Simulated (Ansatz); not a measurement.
Geometry optimisation, Ansatz 0.2.0, RKS PBE/def2-SVP.

input.yaml

```yaml
crystal:
  periodic: [false, false, false]
  atoms:
    - { symbol: Zn, position_ang: [0.157, 0.2784, -0.9235] }
    - { symbol: O, position_ang: [-0.2995, -1.3527, 0.4771] }
    - { symbol: O, position_ang: [-1.0966, 0.5921, -2.067] }
    - { symbol: H, position_ang: [0.0866, -0.6115, 1.4308] }
    - { symbol: Se, position_ang: [1.0209, 1.1386, 1.6262] }
    - { symbol: H, position_ang: [-1.2042, -1.6051, 0.6684] }
    - { symbol: H, position_ang: [-0.9463, 1.1072, -2.8571] }
    - { symbol: H, position_ang: [2.2821, 0.4529, 1.6451] }
basis:
  gaussian: { orbitals: def2-SVP }
hamiltonian:
  xc: pbe
relax:
  f_tol: 0.15
  max_steps: 25
  restrain:
    - { distance: [0, 4], at: 2.42, k: 30.0 }
    - { distance: [3, 1], at: 0.97, k: 30.0 }
    - { distance: [0, 1], at: 3.18, k: 30.0 }
    - { distance: [3, 4], at: 2.81, k: 30.0 }
```

Run as:

```bash
$ ansatz run input.yaml --threads 2 --pin off --max-ram 3072MiB --backend cpu --events-out ev --progress --plain --runs-dir out
```

Task: Where does it end, and by what steps?

Result: The forces met the threshold. The restraints hold the end off the free minimum. After 12 steps the energy has fallen by 0.910 eV (the restraints' own energy left out); Zn1 moved furthest, 0.68 Å. Joined: O2–H4 (1.27 → 0.98 Å).

```csv
step,energy less start (eV),largest force component (eV/Å),accepted
0,0.0000,3.208,yes
1,-0.4260,2.740,yes
2,-0.6457,1.821,yes
3,-0.7010,1.814,yes
4,-0.8161,0.715,yes
5,-0.8336,0.832,yes
6,-0.8931,0.813,yes
7,-0.8885,1.187,no
8,-0.9023,0.829,yes
9,-0.9070,0.865,yes
10,-0.8980,0.809,no
11,-0.9086,0.823,yes
12,-0.9102,0.804,yes
```

```xyz
8
Properties=species:S:1:pos:R:3
Zn 0.032 0.911 -0.714
O -0.369 -1.798 0.880
O -0.855 0.630 -2.244
H -0.101 -1.112 1.521
Se 1.067 1.439 1.381
H -1.332 -1.857 1.024
H -0.613 1.297 -2.914
H 2.171 0.490 1.065
```

The run took 18 s on 2 threads of INTEL(R) XEON(R) PLATINUM 8581C CPU @ 2.10GHz (Emerald Rapids), on a shared host, peak memory 0.18 GiB.
